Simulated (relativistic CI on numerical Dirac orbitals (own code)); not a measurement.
**Line list: Electric-dipole lines, Fe21+**

These numbers are calculated, not measured: Dirac-Coulomb-Breit CI, KLI orbitals optimised for each configuration, model QED (radiative potential, 1s self-energy scaled to tabulated hydrogen-like ionisation energies), unscaled Slater integrals (own radial code, finite nucleus).

Configuration list (outside the closed core 1s2): 2s2 2p, 2s 2p2, 2p3, 2p2 3s, 2p2 3p, 2p2 3d, 2s2 3s, 2s2 3p, 2s2 3d, 2s 2p 3s, 2s 2p 3p, 2s 2p 3d, 2s2 4s, 2s2 4p, 2s2 4d, 2s2 4f. Levels of other configurations are missing.

```
λ vac (nm)                Lower                  Upper   A (s⁻¹)        gf  Branching (%)
    1.1443   2s2 2p 2P°_3/2 [2]   2s 2p 3p 2D_5/2 [39]  7.70e+12  9.07e-01           98.3
    1.1738    2s 2p2 4P_3/2 [4]  2s 2p 3d 4P°_1/2 [53]  1.74e+13  7.21e-01           99.2
    1.1742    2s 2p2 2D_3/2 [6]  2s 2p 3d 2F°_5/2 [67]  1.93e+13  2.39e+00           92.3
    1.1743    2s 2p2 4P_3/2 [4]  2s 2p 3d 4P°_3/2 [52]  1.15e+13  9.55e-01           56.9
    1.1775   2s2 2p 2P°_1/2 [1]     2s2 3d 2D_3/2 [20]  1.62e+13  1.34e+00           83.8
    1.1776    2s 2p2 2D_5/2 [7]  2s 2p 3d 2F°_7/2 [66]  1.41e+13  2.34e+00           98.7
    1.1791    2s 2p2 4P_1/2 [3]  2s 2p 3d 4D°_1/2 [43]  2.70e+13  1.13e+00           94.1
    1.1796    2s 2p2 4P_1/2 [3]  2s 2p 3d 4D°_3/2 [42]  1.68e+13  1.40e+00           70.9
    1.1824    2s 2p2 4P_5/2 [5]  2s 2p 3d 4D°_5/2 [51]  1.71e+13  2.15e+00           75.5
    1.1839    2s 2p2 4P_5/2 [5]  2s 2p 3d 4D°_7/2 [50]  2.39e+13  4.01e+00           99.1
    1.1887    2s 2p2 4P_3/2 [4]  2s 2p 3d 4P°_5/2 [41]  1.38e+13  1.75e+00           82.1
    1.1927   2s2 2p 2P°_3/2 [2]     2s2 3d 2D_5/2 [22]  1.86e+13  2.38e+00          100.0
    1.1968     2p3 4S°_3/2 [11]    2p2 3d 4P_3/2 [105]  2.44e+13  2.10e+00           95.7
    1.1977    2s 2p2 4P_5/2 [5]  2s 2p 3d 4F°_7/2 [40]  5.93e+12  1.02e+00           96.0
    1.1987     2p3 4S°_3/2 [11]    2p2 3d 4P_5/2 [103]  1.66e+13  2.14e+00           86.3
    1.1994     2p3 2D°_3/2 [12]    2p2 3d 2D_5/2 [116]  1.12e+13  1.44e+00           43.5
    1.2002     2p3 2D°_5/2 [13]    2p2 3d 2F_7/2 [117]  3.41e+13  5.89e+00           99.9
    1.2010     2p3 2P°_3/2 [15]    2p2 3d 2D_5/2 [124]  1.37e+13  1.77e+00           94.3
    1.2038     2p3 2D°_5/2 [13]    2p2 3d 2D_5/2 [116]  1.21e+13  1.58e+00           47.2
    1.2047    2s 2p2 2D_5/2 [7]  2s 2p 3d 2F°_7/2 [56]  2.30e+13  4.01e+00           99.3
    1.2077   2s 2p2 2P_3/2 [10]  2s 2p 3d 2D°_5/2 [71]  2.30e+13  3.02e+00           94.8
    1.2097     2p3 2D°_3/2 [12]    2p2 3d 2D_5/2 [110]  2.02e+13  2.66e+00           72.2
    1.2098    2s 2p2 2D_3/2 [6]  2s 2p 3d 2F°_5/2 [54]  7.23e+12  9.52e-01           46.3
    1.2130    2s 2p2 2D_5/2 [7]  2s 2p 3d 2F°_5/2 [54]  6.87e+12  9.09e-01           44.0
    1.2209    2s 2p2 2D_3/2 [6]  2s 2p 3d 2D°_5/2 [49]  7.78e+12  1.04e+00           53.3
    1.2238     2p3 2P°_3/2 [15]    2p2 3d 2P_3/2 [122]  1.89e+13  1.70e+00           83.3
    1.2245     2p3 2P°_3/2 [15]    2p2 3d 2D_5/2 [120]  2.01e+13  2.71e+00           72.7
    3.4796  2s2 3p 2P°_3/2 [18]    2s2 4d 2D_5/2 [130]  1.63e+12  1.77e+00           20.0
    3.6477   2s2 3d 2D_3/2 [20]   2s2 4f 2F°_5/2 [131]  3.30e+12  3.96e+00           91.7
    3.6584   2s2 3d 2D_5/2 [22]   2s2 4f 2F°_7/2 [132]  3.53e+12  5.67e+00           98.3
```

Terms are leading LS components. Brackets give the number of a level in order of energy, since labels repeat. The list gives strong lines, with weight on those to low levels, without lines whose two gauges differ by over a factor of 2.5. Levels whose partners in the same complex of configurations lie outside the list can be far off, and so can their lines. Rates are taken at the computed energies, electric ones in the length gauge.

At this charge energies of transitions that change n are usually good to better than 1 %, and those within a shell (Δn = 0) to a few per cent.

LS names give the leading component of a level, which can be under half, so a name can repeat, a term be missing and a line seem to break the LS rules.
